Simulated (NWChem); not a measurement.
System: C₅H₃F; SMILES FC(=C=C)C#C

NWChem input:

```
start job
memory heap 200 mb stack 900 mb global 1100 mb
geometry units angstroms noautoz
  C      0.941726     2.338686     0.000000
  C      0.332092     1.275186     0.000000
  C     -0.378883     0.042366     0.000000
  F     -1.735173     0.150108     0.000000
  C      0.205045    -1.152611     0.000000
  C      0.808763    -2.319515     0.000000
  H      1.480565     3.276021     0.000000
  H      1.074331    -2.835187     0.941557
  H      1.074331    -2.835187    -0.941557
end
basis spherical
  C library def2-svp
  F library def2-svp
  H library def2-svp
end
dft
  xc xcamb88 1.00 lyp 0.81 vwn_5 0.19 hfexch 1.00
  cam 0.33 cam_alpha 0.19 cam_beta 0.46
  iterations 150
  vectors input atomic output neutral.movecs
end
task dft energy
charge 1
dft
  odft
  mult 2
  vectors input atomic output cation.movecs
end
task dft energy
```

Excerpt of the output:

```
             Northwest Computational Chemistry Package (NWChem) 7.3.0
             --------------------------------------------------------

 CS  symmetry detected

                             Geometry "geometry" -> ""
                             -------------------------

 Output coordinates in angstroms (scale by  1.889725989 to convert to a.u.)

  No.       Tag          Charge          X              Y              Z
 ---- ---------------- ---------- -------------- -------------- --------------
    1 C                    6.0000     0.95493452     2.33703328     0.00000000
    2 C                    6.0000     0.34508508     1.27365681     0.00000000
    3 C                    6.0000    -0.36613966     0.04098087     0.00000000
    4 F                    9.0000    -1.72240780     0.14899763     0.00000000
    5 C                    6.0000     0.21754625    -1.15411440     0.00000000
    6 C                    6.0000     0.82102784    -2.32114069     0.00000000
    7 H                    1.0000     1.49396339     3.27425910     0.00000000
    8 H                    1.0000     1.08649136    -2.83686647     0.94155700
    9 H                    1.0000     1.08649136    -2.83686647    -0.94155700

 Effective nuclear repulsion energy (a.u.)     179.8803264136

      Symmetry information
      --------------------

 Group name             Cs
 Group number              2
 Group order               2
 No. of unique centers     8

                                 NWChem DFT Module
                                 -----------------

 Summary of "ao basis" -> "ao basis" (spherical)
 ------------------------------------------------------------------------------
       Tag                 Description            Shells   Functions and Types
 ---------------- ------------------------------  ------  ---------------------
 C                          def2-svp                 6       14   3s2p1d
 F                          def2-svp                 6       14   3s2p1d
 H                          def2-svp                 3        5   2s1p

      Symmetry analysis of basis
      --------------------------

        a'         69
        a"         30

            General Information
            -------------------
          SCF calculation type: DFT
          Wavefunction type:  closed shell.
          No. of atoms     :     9
          No. of electrons :    42
           Alpha electrons :    21
            Beta electrons :    21
          Charge           :     0
          Spin multiplicity:     1
          Use of symmetry is: on ; symmetry adaption is: on
          Maximum number of iterations: 150
          AO basis - number of functions:    99
                     number of shells:    45
          Convergence on energy requested:  1.00D-06
          Convergence on density requested:  1.00D-05
          Convergence on gradient requested:  5.00D-04

              XC Information
              --------------
                     Hartree-Fock (Exact) Exchange  1.000
                   CAM-Becke88 Exchange Functional  1.000
                      VWN V Correlation Functional  0.190 local
              Lee-Yang-Parr Correlation Functional  0.810

           Range-Separation Parameters
           ---------------------------
           Alpha           :  0.19
           Beta            :  0.46
           Gamma           :  0.33
           Short-Range HF  :     F

             Grid Information
             ----------------
          Grid used for XC integration:  medium
          Radial quadrature: Mura-Knowles
          Angular quadrature: Lebedev.
          Tag              B.-S. Rad. Rad. Pts. Rad. Cut. Ang. Pts.
          ---              ---------- --------- --------- ---------
          C                   0.70       49          13.0       434
          F                   0.50       49          11.0       434
          H                   0.35       45          14.0       434
          Grid pruning is: on
          Number of quadrature shells:   384
          Spatial weights used:  Erf1

      Superposition of Atomic Density Guess
      -------------------------------------

 Sum of atomic energies:        -288.91440105

      Non-variational initial energy
      ------------------------------

 Total energy =    -291.815506
 1-e energy   =    -749.078225
 2-e energy   =     277.382392
 HOMO         =      -0.246861
 LUMO         =      -0.036116

      Symmetry analysis of molecular orbitals - initial
      -------------------------------------------------

  Numbering of irreducible representations:

     1 a'          2 a"

  Orbital symmetries:

     1 a'          2 a'          3 a'          4 a'          5 a'
     6 a'          7 a'          8 a'          9 a'         10 a'
    11 a'         12 a'         13 a"         14 a'         15 a'
    16 a"         17 a'         18 a"         19 a'         20 a'
    21 a"         22 a'         23 a"         24 a'         25 a'
    26 a'         27 a"         28 a"         29 a'         30 a'
    31 a'

   convergence    iter        energy       DeltaE   RMS-Dens  Diis-err
 ---------------- ----- ----------------- --------- --------- ---------
 d= 0,ls=0.0,diis     1   -291.5791581145 -4.71D+02  1.45D-02  7.28D-01
 d= 0,ls=0.0,diis     2   -291.6177658982 -3.86D-02  5.54D-03  5.24D-01
 d= 0,ls=0.0,diis     3   -291.6625836703 -4.48D-02  1.85D-03  5.73D-02
 d= 0,ls=0.0,diis     4   -291.6673392776 -4.76D-03  6.84D-04  1.23D-02
 d= 0,ls=0.0,diis     5   -291.6687820796 -1.44D-03  1.74D-04  6.08D-04
  Resetting Diis
 d= 0,ls=0.0,diis     6   -291.6688473099 -6.52D-05  5.30D-05  3.24D-05
 d= 0,ls=0.0,diis     7   -291.6688517200 -4.41D-06  2.48D-05  2.02D-06
 d= 0,ls=0.0,diis     8   -291.6688517203 -3.10D-10  1.15D-05  2.73D-06
 d= 0,ls=0.0,diis     9   -291.6688520140 -2.94D-07  2.30D-06  6.76D-08

         Total DFT energy =     -291.668852014031
      One electron energy =     -752.789650419258
           Coulomb energy =      319.571560069756
    Exchange-Corr. energy =      -38.331088078129
 Nuclear repulsion energy =      179.880326413600

 Numeric. integr. density =       41.999999409950

                  Occupations of the irreducible representations
                  ----------------------------------------------

                     irrep           alpha         beta
                     --------     --------     --------
                     a'               17.0         17.0
                     a"                4.0          4.0

                       DFT Final Molecular Orbital Analysis
                       ------------------------------------

 Vector   19  Occ=2.000000D+00  E=-3.795560D-01  Symmetry=a'
              MO Center=  4.3D-01, -1.5D-01, -8.5D-16, r^2= 4.3D+00
   Bfn.  Coefficient  Atom+Function         Bfn.  Coefficient  Atom+Function
  ----- ------------  ---------------      ----- ------------  ---------------
    60      0.294684  5 C  px                18      0.280061  2 C  px
    74      0.253998  6 C  px                 4      0.215556  1 C  px
    63      0.163883  5 C  px                46     -0.157882  4 F  px
    77      0.154148  6 C  px                75      0.145251  6 C  py
     5     -0.144310  1 C  py                21      0.132126  2 C  px

 Vector   20  Occ=2.000000D+00  E=-3.501828D-01  Symmetry=a'
              MO Center=  6.0D-01,  2.1D-01,  5.6D-16, r^2= 4.7D+00
   Bfn.  Coefficient  Atom+Function         Bfn.  Coefficient  Atom+Function
  ----- ------------  ---------------      ----- ------------  ---------------
     4      0.292008  1 C  px                74     -0.270924  6 C  px
    18      0.260247  2 C  px                60     -0.228585  5 C  px
    19     -0.194939  2 C  py                77     -0.182430  6 C  px
     7      0.180484  1 C  px                21      0.169603  2 C  px
    63     -0.159749  5 C  px                61     -0.155353  5 C  py

 Vector   21  Occ=2.000000D+00  E=-3.027868D-01  Symmetry=a"
              MO Center=  2.6D-01,  1.9D-01, -7.7D-17, r^2= 4.0D+00
   Bfn.  Coefficient  Atom+Function         Bfn.  Coefficient  Atom+Function
  ----- ------------  ---------------      ----- ------------  ---------------
    62      0.351654  5 C  pz                 6     -0.313100  1 C  pz
    34      0.313573  3 C  pz                65      0.264384  5 C  pz
     9     -0.214904  1 C  pz                20     -0.200780  2 C  pz
    48      0.190323  4 F  pz                37      0.172360  3 C  pz
    51     -0.152033  4 F  pz                90     -0.121286  8 H  s

 Vector   22  Occ=0.000000D+00  E= 7.105869D-03  Symmetry=a'
              MO Center=  3.7D-01, -6.8D-01, -7.5D-15, r^2= 4.7D+00
   Bfn.  Coefficient  Atom+Function         Bfn.  Coefficient  Atom+Function
  ----- ------------  ---------------      ----- ------------  ---------------
    77      0.465659  6 C  px                31      0.327669  3 C  s
    74      0.325172  6 C  px                 7      0.308691  1 C  px
    63     -0.304594  5 C  px                60     -0.295335  5 C  px
    64     -0.292337  5 C  py                 4      0.213167  1 C  px
    22      0.203954  2 C  py                45     -0.196102  4 F  s

 Vector   23  Occ=0.000000D+00  E= 8.340675D-03  Symmetry=a"
              MO Center=  3.8D-01,  6.7D-02,  8.8D-15, r^2= 4.7D+00
   Bfn.  Coefficient  Atom+Function         Bfn.  Coefficient  Atom+Function
  ----- ------------  ---------------      ----- ------------  ---------------
    65      0.419990  5 C  pz                 9      0.411219  1 C  pz
    62      0.393870  5 C  pz                91     -0.318807  8 H  s
    96      0.318807  9 H  s                 34     -0.313787  3 C  pz
     6      0.299319  1 C  pz                37     -0.296364  3 C  pz
    23     -0.288950  2 C  pz                20     -0.208045  2 C  pz

[...]
```

Level: CAM-B3LYP/def2-SVP, vertical spin-unrestricted ions. Geometry: optimised at PBE-D3(BJ)/def2-SVP.
